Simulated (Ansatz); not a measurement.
`[SiH3]C1C=C1` → `[CH]1C=C1`• + `[SiH3]`• at 400 K and 1 bar (homolysis of the C–Si bond).

Calculated with Ansatz (gas phase, PBE0-D4/def2-TZVP geometries, no zero-point term in ΔE). CCSD(T)/CBS adds triple-zeta CCSD(T) − MP2 to the extrapolated MP2 energy (def2 sets, frozen cores). This one scheme is used for every species. Open shells (•) are unrestricted, without spin–orbit coupling.

| species | CCSD(T)/CBS energy (Eh) | H − E (kJ/mol) | S (J/(mol·K)) |
| --- | --- | --- | --- |
| `[SiH3]C1C=C1` | -406.73557 | 213.6 | 336.8 |
| `[CH]1C=C1`• | -115.78748 | 129.3 | 269.1 |
| `[SiH3]`• | -290.80808 | 70.3 | 229.7 |

H − E and S are ideal-gas, rigid-rotor, harmonic terms from PBE0-D4/def2-TZVP, with the whole ground term of open shells counted as degenerate. 1 Eh = 2625.50 kJ/mol, R = 8.31446 J/(mol·K).

Question: By hand: ΔE, ΔH, ΔS and ΔG.

Answer: ΔE = (-115.78748) + (-290.80808) − (-406.73557) = 0.14001 Eh = 367.6 kJ/mol. Δ(H − E) = 129.3 + 70.3 − 213.6 = -14.0, so ΔH = 353.6 kJ/mol. ΔS = 269.1 + 229.7 − 336.8 = 162.0 J/(mol·K). ΔG = 353.6 − 400 × (162.0)/1000 = 288.8 kJ/mol.

Question: By hand: the equilibrium constant, and the temperature at which ΔG would vanish if ΔH and ΔS stayed fixed.

Answer: log₁₀ K = −ΔG/(RT ln 10) = -37.7. ΔG = 0 at ΔH/ΔS = 2183 K.

The number of gas molecules changes by +1, which sets the sign of ΔS. A doubt of 5 kJ/mol in ΔE shifts log₁₀ K by 0.7 here. These are equilibria of isolated gas molecules and say nothing of rates. Largest T1 diagnostic: 0.015 (customary marks: 0.02 for closed shells, 0.045 for open ones).
